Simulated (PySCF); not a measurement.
C₆H₁₀NO (doublet state).
Structure used (GFN2-xTB), in Å, numbered top down from 1:
```xyz
18
C6H10NO angstrom
C      2.065   -0.659    0.168
C      0.999   -0.318   -0.878
C     -0.119    0.457   -0.278
C     -1.273    0.022    0.264
C     -1.850   -1.337    0.427
O     -2.011    1.065    0.737
N     -1.371    2.242    0.535
C     -0.134    1.950   -0.116
H      1.633   -1.256    0.967
H      2.479    0.249    0.602
H      2.874   -1.222   -0.291
H      1.456    0.269   -1.678
H      0.612   -1.243   -1.310
H     -1.424   -2.015   -0.307
H     -1.637   -1.720    1.425
H     -2.930   -1.293    0.304
H     -0.081    2.488   -1.075
H      0.704    2.327    0.492
```

The hyperfine couplings belong to this conformer and change with its torsions.

As a line formula: `O1[N]CC(=C1C)CC` [radical].

Theory: UKS B3LYP, pcH-1 on C H N O, non-relativistic, mean-field spin-orbit, GIAO (PySCF). One conformer (not necessarily the lowest) at the GFN2-xTB geometry, without solvent, vibrations or thermal averaging. A GFN2-xTB geometry isn't a minimum of the functional, and hyperfine couplings can be far from their values at a DFT geometry. No stability test was run, so a lower SCF solution isn't excluded.

Principal values of hyperfine tensors in MHz (contact and dipolar terms together), for some of the nuclei:

| atom | isotope | A1 | A2 | A3 |
| --- | --- | --- | --- | --- |
| H18 | 1H | 167.54 | 169.54 | 182.03 |
| C8 | 13C | -41.88 | -39.62 | -35.29 |
| N7 | 14N | -6.87 | -4.75 | 110.67 |
| O6 | 17O | -91.55 | 11.61 | 15.32 |
| C4 | 13C | -25.36 | -9.87 | -6.64 |
| C3 | 13C | -0.15 | 3.26 | 25.81 |
| H15 | 1H | -8.91 | -8.60 | -5.12 |
| C1 | 13C | 4.52 | 4.88 | 6.28 |

Q: Give the isotropic coupling of each nucleus in MHz and in mT (g = 2.0044), and the anisotropic part.

A: a_iso is a third of the trace, T = A − a_iso, and a(mT) = a(MHz)/(g × 13.996).

```csv
atom,a_iso (MHz),a_iso (mT),T1,T2,T3
H18,173.04,6.168,-5.50,-3.49,8.99
C8,-38.93,-1.388,-2.95,-0.69,3.65
N7,33.01,1.177,-39.89,-37.77,77.66
O6,-21.54,-0.768,-70.01,33.15,36.86
C4,-13.96,-0.497,-11.40,4.09,7.31
C3,9.64,0.344,-9.79,-6.38,16.17
H15,-7.54,-0.269,-1.37,-1.06,2.43
C1,5.23,0.186,-0.71,-0.34,1.05
```

Q: What spin density at the nucleus of C8 lies behind its contact coupling (g_N = 1.40482)?

A: a_FC = (2μ0/3) gₑ μB g_N μN ρ(0)/(2S·h) = 800.24 MHz × g_N × ρ(0)/(2S), with ρ in bohr⁻³. With a_FC = -38.93 MHz and 2S = 1, ρ(0) = -0.03463 bohr⁻³.

Q: H17 (1H, g_N = 5.58569) isn't in the table. Its spin density at the nucleus is 0.03806 bohr⁻³. What is its contact coupling?

A: By the same relation, a_FC = 170.1 MHz. Its full tensor has the principal values 164.57, 166.78, 179.02 MHz.

Q: Which nucleus of the table has the largest anisotropic coupling, and what is its form?

A: N7: -39.9, -37.8, 77.7 MHz, nearly axial, close to the ratio −1:−1:+2, the form that spin in one p orbital centred on that nucleus gives.

Q: In a single crystal, with the field along each principal axis of the tensor of C8 in turn, what first-order splitting does this nucleus give (isotropic g, quadrupole terms neglected)?

A: 2 lines (I = 1/2), spaced by |A_i|/(g × 13.996): 1.49, 1.41, 1.26 mT along the axes of A1, A2 and A3.
